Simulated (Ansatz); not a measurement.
Two isomers of C3H6ClFSi: A = `C=C(CCl)[SiH2]F`, B = `C[C@]1(Cl)[SiH2][C@@H]1F`.

Calculated with Ansatz (gas phase, PBE0-D4/def2-TZVP geometries, no zero-point term in ΔE). CCSD(T)/CBS is the MP2 limit (def2-TZVPP, def2-QZVPP) plus CCSD(T) − MP2 in def2-TZVPP, frozen cores. DFT in def2-TZVPP. B3LYP here is the variant with VWN-RPA as its local correlation; programs differ in this. One conformer a species, not always the lowest.

(1) Which is lower in electronic energy at CCSD(T)/CBS, and by how much? (An estimate is asked.)

(2) Give E(B) − E(A) in kJ/mol with ωB97M-V, MP2/def2-TZVPP, PBE-D4, B2PLYP, B3LYP-D4, CCSD(T)/def2-TZVPP, PBE0-D4. (Best estimate.)

Largest T1 diagnostic: 0.012.

## Answers

(1) Computed: A, by 281.3 kJ/mol.

(2) The calculation gave: ωB97M-V 267.1, MP2/def2-TZVPP 280.9, PBE-D4 241.6, B2PLYP 282.0, B3LYP-D4 277.6, CCSD(T)/def2-TZVPP 279.7, PBE0-D4 250.7. None reverses the order clearly.

From PBE to PBE0 (25 % exact exchange), in def2-TZVPP and without D4, E(B) − E(A) moves by +8.9 kJ/mol. In def2-TZVPP, CCSD(T) changes the Hartree–Fock value by −39.0 kJ/mol (the triples alone add −4.9 kJ/mol) and MP2 by −37.7 kJ/mol.
